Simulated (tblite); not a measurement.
Species: C8H18P (charge +1).
Geometry (GFN2-xTB, Å), atoms numbered from 1 in this order:
```xyz
27
C8H18P angstrom
C      2.9080    0.4100    0.7158
C      2.0306   -0.4093    0.1427
C      2.2595   -1.1785   -1.1186
P      0.4252   -0.6231    0.9398
C     -0.9531    0.5053    0.4295
C     -2.1890    0.0418    1.2007
C     -0.5261    1.9076    0.8754
C     -1.1386    0.4641   -1.0922
C     -1.4508   -0.9196   -1.6468
H      3.8801    0.5768    0.2820
H      2.6978    0.9391    1.6321
H      3.2772   -1.0287   -1.4686
H      1.5783   -0.8592   -1.9064
H      2.1052   -2.2450   -0.9524
H      0.6034   -0.4088    2.2883
H      0.0497   -1.9462    0.8662
H     -2.4533   -0.9869    0.9633
H     -2.0301    0.1188    2.2763
H     -3.0355    0.6748    0.9435
H      0.3910    2.2219    0.3770
H     -1.3051    2.6222    0.6190
H     -0.3749    1.9543    1.9538
H     -1.9522    1.1440   -1.3507
H     -0.2335    0.8554   -1.5657
H     -1.4709   -0.8853   -2.7327
H     -0.6913   -1.6458   -1.3470
H     -2.4215   -1.2733   -1.3123
```

Computed geometry: GFN2-xTB, gas phase.

Take the most abundant isotopes and a rigid rotor. The values belong to one conformer with, in the numbering `[CH2:1]=[C:2]([CH3:3])[PH2+:4][C:5]([CH3:6])([CH3:7])[CH2:8][CH3:9]`, C1–C2–P4–C5 91°, C2–P4–C5–C6 177°, P4–C5–C8–C9 59°.

Question: What are A, B and C (cm⁻¹)?

Answer: Ia = 282.77, Ib = 495.19, Ic = 607.24 u·Å²; 505379 MHz·u·Å²/I gives 1787, 1021 and 832.3 MHz, that is A = 0.05962, B = 0.03404, C = 0.02776 cm⁻¹.

Question: Classify the top.

Answer: An asymmetric top; Ray's κ = -0.606.

Question: Is it planar, by Δ = Ic − Ia − Ib?

Answer: Not planar: Δ = Ic − Ia − Ib = -170.72 u·Å². For a rigid frame Δ = −2 Σ m c², so Σ m c² = 85.36 u·Å² lies off the ab plane: 25.72 from hydrogen and 59.64 from heavier atoms. The atom farthest from that plane is 1.95 Å away.

Question: Give the other two planar moments, Paa and Pbb, and the rms extents of the mass along the axes.

Answer: Paa = Σ m a² = (Ib + Ic − Ia)/2 = 409.83 and Pbb = Σ m b² = (Ia + Ic − Ib)/2 = 197.41 u·Å². With the mass M = 145.11 u, the rms extents √(P/M) along a, b and c are 1.68, 1.17, 0.77 Å.

Question: List the rotational levels J(Ka,Kc) to J = 4 (MHz).

Answer: Above 0(0,0):
J = 1: 1(0,1) 1853, 1(1,1) 2619, 1(1,0) 2808
J = 2: 2(0,2) 5528, 2(1,2) 6137, 2(1,1) 6702, 2(2,1) 9002, 2(2,0) 9032
J = 3: 3(0,3) 10969, 3(1,3) 11395, 3(1,2) 12522, 3(2,2) 14560, 3(2,1) 14708, 3(3,1) 18882, 3(3,0) 18885
J = 4: 4(0,4) 18113, 4(1,4) 18377, 4(1,3) 20238, 4(2,3) 21948, 4(2,2) 22363, 4(3,2) 26346, 4(3,1) 26368, 4(4,1) 32325, 4(4,0) 32326

Its GFN2-xTB frequencies are all real (lowest 38 cm⁻¹). Constants of a rigid frame at the computed geometry: no zero-point averaging, no centrifugal distortion.
